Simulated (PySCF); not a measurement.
## Frontier levels across methods

C3H4FNOSi.
Geometry (PBE0-D3(BJ)/def2-SVP, Å), atoms numbered from 1 in this order:
```
atom  x, y, z in Å
N1     0.090    2.449    0.159
C2     0.113    1.290    0.161
Si3    0.151   -0.569    0.132
O4     1.449   -1.079   -0.785
C5     2.773   -0.860   -0.657
C6     3.367   -0.253    0.369
F7     2.652    0.207    1.405
H8    -1.046   -1.027   -0.608
H9     0.175   -1.067    1.528
H10    3.371   -1.232   -1.492
H11    4.441   -0.082    0.446
```

Basis pcSseg-1 throughout (PySCF), one geometry. One conformer (not necessarily the lowest) at the PBE0-D3(BJ)/def2-SVP geometry, without solvent, vibrations or thermal averaging.

Task: How do the orbital energies, the gap and the dipole change with the method?

Result: 
| method | kind | HOMO (eV) | LUMO (eV) | gap (eV) | μ (D) | SCF cycles |
| --- | --- | --- | --- | --- | --- | --- |
| OPBE | GGA | -5.98 | -1.84 | 4.14 | 3.40 | 17 |
| LDA | LDA | -6.25 | -2.27 | 3.98 | 3.55 | 17 |
| PBE0 | global hybrid | -7.33 | -1.03 | 6.29 | 3.61 | 16 |
| BHandHLYP | global hybrid | -8.48 | 0.05 | 8.53 | 3.77 | 13 |
| CAM-B3LYP | range-separated hybrid | -8.69 | 0.14 | 8.83 | 3.67 | 14 |
| LC-wPBE | range-separated hybrid | -10.03 | 1.31 | 11.34 | 3.67 | 14 |
| HF | Hartree–Fock | -10.18 | 2.63 | 12.81 | 3.97 | 12 |

The HOMO spans 4.20 eV, from OPBE down to HF, and the gap runs from 3.98 eV (LDA) to 12.81 eV (HF). Over the methods OPBE (0 %), LDA (0 %), PBE0 (25 %), BHandHLYP (50 %), HF (100 %), a straight line through the gap against the share of exact exchange rises by 0.88 eV for each 10 % (correlation coefficient 1.000). The dipole ranges from 3.40 D (OPBE) to 3.97 D (HF). This basis has no diffuse functions.
